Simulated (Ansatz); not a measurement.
`CS[SiH](N)F` and `NC[SiH](N)F` differ in one atom or group.

Ansatz, PBE0-D4/def2-TZVP geometries, multiplicity 1. Each molecule was computed in one conformer, which needn't be the lowest.

```
                                          property  `CS[SiH](N)F`
               LUMO energy (B3LYP/def2-TZVPP) / eV           0.02
size of the dipole moment (ωB97M-V/def2-TZVPP) / D           0.70
               HOMO–LUMO gap (PBE/def2-TZVPP) / eV           5.18
             HOMO energy (ωB97M-V/def2-TZVPP) / eV          -9.23
                LUMO energy (PBE0/def2-TZVPP) / eV           0.28
                 LUMO energy (PBE/def2-TZVPP) / eV          -0.62
```

Problem. What does the change do to each property? (Best estimate.)

Solution. Ansatz gave: 
| property | `NC[SiH](N)F` | shift |
| --- | --- | --- |
| LUMO energy (B3LYP/def2-TZVPP) / eV | 0.35 | 0.33 |
| size of the dipole moment (ωB97M-V/def2-TZVPP) / D | 1.37 | 0.67 |
| HOMO–LUMO gap (PBE/def2-TZVPP) / eV | 5.38 | 0.20 |
| HOMO energy (ωB97M-V/def2-TZVPP) / eV | -9.43 | -0.20 |
| LUMO energy (PBE0/def2-TZVPP) / eV | 0.68 | 0.40 |
| LUMO energy (PBE/def2-TZVPP) / eV | -0.17 | 0.45 |

Dipoles are sizes alone; their direction can turn.

B3LYP here is the variant with VWN-RPA as its local correlation; programs differ in this.
